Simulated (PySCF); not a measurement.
## A parent and its derivatives

Method used: PySCF 2.14.0, density-fitted response routines, TDDFT PBE0/def2-SVPD, vertical, gas phase, core orbitals frozen in the response. Geometries: PBE0-D3(BJ)/def2-SVP; one conformer of each isolated species. Triplets are in the Tamm–Dancoff approximation. 'Strongest' means the level of largest summed f among the lowest 10 singlets; it needn't be the same kind of state in each.

Parent: `OB(O)[SiH3]`, with lowest singlet excitation energy 6.99 eV, LUMO energy -0.44 eV, energy of the strongest computed level 7.04 eV, mean static polarisability 54.1 au, HOMO energy -8.42 eV. Its spectrum: 6.99 eV (f 0.027); 7.04 eV (f 0.186); 7.84 eV (f 0.009); 7.90 eV (f 0.001); 8.02 eV (f 0.019).

Task: Give the shifts from the parent for: H on Si replaced by 2-pyridyl (`OB(O)[SiH2]c1ccccn1`); H on Si replaced by NH2 (`N[SiH2]B(O)O`); H on Si replaced by CH3 (`C[SiH2]B(O)O`); H on Si replaced by Cl (`OB(O)[SiH2]Cl`).

Result: 

| change | SMILES | Δ S1 (eV) | Δ LUMO (eV) | Δ strongest (eV) | Δ α (au) | Δ HOMO (eV) |
| --- | --- | --- | --- | --- | --- | --- |
| H on Si replaced by 2-pyridyl | OB(O)[SiH2]c1ccccn1 | -2.49 | -0.50 | -0.94 | +60.6 | +1.34 |
| H on Si replaced by NH2 | N[SiH2]B(O)O | -1.52 | +0.01 | +0.31 | +5.7 | +1.12 |
| H on Si replaced by CH3 | C[SiH2]B(O)O | -0.25 | +0.06 | -0.29 | +11.4 | +0.36 |
| H on Si replaced by Cl | OB(O)[SiH2]Cl | -0.97 | -0.37 | -0.31 | +10.6 | +0.25 |

S1 falls most with H on Si replaced by 2-pyridyl (-2.49 eV); all changes lower it. S1 is simply the lowest singlet of each species and needn't be the same kind of state throughout. Over these 4 changes the shifts of S1 and of the HOMO–LUMO gap correlate with r = 0.99.

Lowest levels of each derivative:
- `OB(O)[SiH2]c1ccccn1`: 4.50 eV (f 0.004); 4.86 eV (f 0.000); 5.40 eV (f 0.077)
- `N[SiH2]B(O)O`: 5.47 eV (f 0.004); 6.48 eV (f 0.006); 6.54 eV (f 0.031)
- `C[SiH2]B(O)O`: 6.74 eV (f 0.147); 6.83 eV (f 0.051); 7.53 eV (f 0.001)
- `OB(O)[SiH2]Cl`: 6.02 eV (f 0.017); 6.46 eV (f 0.005); 6.73 eV (f 0.101)
